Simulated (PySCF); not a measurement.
Isomers of [C9H16P]+ (charge +1), from PySCF 2.14.0, PBE0-D3(BJ)/def2-SVP geometry optimisation, gas phase. One conformer each, no zero-point energy, no frequencies.

Problem. Which isomer lies lower at this level?
A. `[CH3:1][C:2]1=[CH:3][P@+:4]([CH3:5])([CH:6]2[CH2:7][CH2:8]2)[CH2:9][CH2:10]1` (charge +1) with C3–P4–C6–C7 167°: A = 2204, B = 694.5, C = 674.1 MHz, dipole 0.97 D
B. `[CH:1]#[C:2][CH2:3][P@@+:4]([CH3:5])([CH2:6][CH3:7])[CH2:8][CH:9]=[CH2:10]` (charge +1) with C2–C3–P4–C5 60°, C3–P4–C6–C7 179°, C3–P4–C8–C9 -64°, P4–C8–C9–C10 99°: A = 1339, B = 931.1, C = 668.7 MHz, dipole 2.29 D

Solution. A. That is `C1[P@@+](C=C(C1)C)(C)C1CC1`, 44.0 kcal/mol below the other.

| SMILES | mapped SMILES | E (Eh) | relative (kcal/mol) | relative (kJ/mol) | dipole about centre of mass (D) |
| --- | --- | --- | --- | --- | --- |
| CC1=C[P@+](C)(C2CC2)CC1 | [CH3:1][C:2]1=[CH:3][P@+:4]([CH3:5])([CH:6]2[CH2:7][CH2:8]2)[CH2:9][CH2:10]1 | -692.81952 | 0.0 | 0.0 | 0.97 |
| C#CC[P@@+](C)(CC)CC=C | [CH:1]#[C:2][CH2:3][P@@+:4]([CH3:5])([CH2:6][CH3:7])[CH2:8][CH:9]=[CH2:10] | -692.74947 | 44.0 | 183.9 | 2.29 |

As drawn, the lower has a three-membered ring, which the higher lacks.
